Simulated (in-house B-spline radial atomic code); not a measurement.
## Ionising Rb8+ with different functionals

Computed with an all-electron radial atomic-structure program (B-spline basis): scalar-relativistic (spin-free X2C) Hamiltonian, Fermi nucleus of rms radius 4.2036 fm, spin-polarised at highest spin, spherical fractional occupations for the functionals, the average over the highest-spin determinants for Hartree-Fock. The ionisation energy is the difference of two self-consistent energies, [Ar] 3d10 4s1 → [Ar] 3d10, without Breit or QED terms; ε is the level of the shell that loses the electron (its least bound occupied spin orbital). There is no spin-orbit coupling in this Hamiltonian.

```json
{"method": "Hartree-Fock", "rung": "Hartree-Fock", "ΔSCF (eV)": "149.49", "-ε(4s) (eV)": "149.62"}
{"method": "HF fractional", "rung": "Hartree-Fock", "ΔSCF (eV)": "149.49", "-ε(4s) (eV)": "149.62"}
{"method": "LDA VWN5", "rung": "LDA", "ΔSCF (eV)": "152.49", "-ε(4s) (eV)": "144.37"}
{"method": "LDA PW92", "rung": "LDA", "ΔSCF (eV)": "152.48", "-ε(4s) (eV)": "144.36"}
{"method": "LDA exchange-only", "rung": "LDA", "ΔSCF (eV)": "151.15", "-ε(4s) (eV)": "143.11"}
{"method": "PBE", "rung": "GGA", "ΔSCF (eV)": "152.24", "-ε(4s) (eV)": "143.87"}
{"method": "PBEsol", "rung": "GGA", "ΔSCF (eV)": "151.91", "-ε(4s) (eV)": "143.84"}
{"method": "BLYP", "rung": "GGA", "ΔSCF (eV)": "152.67", "-ε(4s) (eV)": "144.17"}
{"method": "RPBE", "rung": "GGA", "ΔSCF (eV)": "151.95", "-ε(4s) (eV)": "143.56"}
{"method": "PW91", "rung": "GGA", "ΔSCF (eV)": "152.38", "-ε(4s) (eV)": "144.08"}
{"method": "BP86", "rung": "GGA", "ΔSCF (eV)": "151.83", "-ε(4s) (eV)": "143.96"}
{"method": "AM05", "rung": "GGA", "ΔSCF (eV)": "151.76", "-ε(4s) (eV)": "143.83"}
{"method": "OLYP", "rung": "GGA", "ΔSCF (eV)": "151.84", "-ε(4s) (eV)": "143.45"}
{"method": "TPSS", "rung": "meta-GGA", "ΔSCF (eV)": "151.52", "-ε(4s) (eV)": "143.59"}
{"method": "SCAN", "rung": "meta-GGA", "ΔSCF (eV)": "151.45", "-ε(4s) (eV)": "144.42"}
{"method": "r2SCAN", "rung": "meta-GGA", "ΔSCF (eV)": "151.24", "-ε(4s) (eV)": "144.15"}
{"method": "revTPSS", "rung": "meta-GGA", "ΔSCF (eV)": "151.24", "-ε(4s) (eV)": "143.47"}
{"method": "PBE0", "rung": "global hybrid", "ΔSCF (eV)": "151.67", "-ε(4s) (eV)": "145.48"}
{"method": "B3LYP", "rung": "global hybrid", "ΔSCF (eV)": "152.36", "-ε(4s) (eV)": "145.60"}
{"method": "TPSSh", "rung": "global hybrid", "ΔSCF (eV)": "151.36", "-ε(4s) (eV)": "144.25"}
{"method": "M06-2X", "rung": "global hybrid", "ΔSCF (eV)": "151.06", "-ε(4s) (eV)": "146.34"}
{"method": "BHandHLYP", "rung": "global hybrid", "ΔSCF (eV)": "151.67", "-ε(4s) (eV)": "147.33"}
{"method": "r2SCAN0", "rung": "global hybrid", "ΔSCF (eV)": "151.03", "-ε(4s) (eV)": "145.75"}
{"method": "B97-1", "rung": "global hybrid", "ΔSCF (eV)": "151.19", "-ε(4s) (eV)": "144.73"}
{"method": "HSE06", "rung": "range-separated hybrid", "ΔSCF (eV)": "151.77", "-ε(4s) (eV)": "145.27"}
{"method": "wB97X", "rung": "range-separated hybrid", "ΔSCF (eV)": "150.11", "-ε(4s) (eV)": "147.94"}
{"method": "CAM-B3LYP", "rung": "range-separated hybrid", "ΔSCF (eV)": "152.36", "-ε(4s) (eV)": "147.53"}
{"method": "LC-wPBE", "rung": "range-separated hybrid", "ΔSCF (eV)": "152.09", "-ε(4s) (eV)": "149.02"}
```

Question: Among the functionals, which spreads more, the ΔSCF values or the orbital energies?

Answer: The orbital energies: ΔSCF values span about 2.56 eV and the orbital energies 5.91 eV.

Question: How do they compare with the NIST value?

Answer: NIST lists 150.63 eV ± 0.025 (measured, ground level to ground level). Errors run from -1.13 to +2.04 eV; r2SCAN0 is closest (+0.40 eV), but part of that can be cancellation, since the calculations leave out Breit-QED terms. Hartree-Fock also lacks correlation.
